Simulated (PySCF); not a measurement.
**C3H11GeN: core ionisation energies**

Ge(NH2)Me3, C3H11GeN.
Geometry (PBE0-D3(BJ)/def2-SVP, Å), atoms numbered from 1 in this order:
```
atom  x, y, z in Å
Ge1    0.011   -0.035    0.141
N2     0.105   -0.217    1.978
H3    -0.800   -0.246    2.441
H4     0.659    0.504    2.436
C5     1.854   -0.021   -0.495
H6     1.886   -0.044   -1.594
H7     2.392   -0.900   -0.109
H8     2.384    0.884   -0.159
C9    -0.904    1.600   -0.440
H10   -0.942    1.653   -1.540
H11   -0.378    2.493   -0.071
H12   -1.937    1.628   -0.061
C13   -0.948   -1.600   -0.518
H14   -1.984   -1.611   -0.146
H15   -0.450   -2.519   -0.178
H16   -0.982   -1.602   -1.617
```

Computed with delta-SCF UKS SCAN, pcX-2 on the ionised atom, pcseg-1 elsewhere, spin-free X2C in PySCF. Each binding energy is the total energy of the core-ionised species, with the hole localised on one atom, minus that of the ground state; both are solved self-consistently, so orbital relaxation is included.

Question: List the computed XPS lines with their assignment.

Answer: 
```
  atom(s)   bonded to  level  binding energy (eV)  count
       N2  2 H and Ge   N 1s               403.94      1
C5/C9/C13  3 H and Ge   C 1s               289.88      3
```

Question: Which effective nuclear charge Zeff reproduces each element's mean 1s value in the hydrogen-like formula E = 13.606 eV × Zeff²?

Answer: C (Z = 6): mean 289.9 eV, Zeff = 4.62, Z − Zeff = 1.38; N (Z = 7): mean 403.9 eV, Zeff = 5.45, Z − Zeff = 1.55. Means run over the listed sites, weighted by atom count.

Topologically equivalent atoms share the value of their first member; where this conformer doesn't relate them by symmetry, their own values could differ. No level of germanium is listed. Isolated species at its PBE0-D3(BJ)/def2-SVP geometry, gas phase.
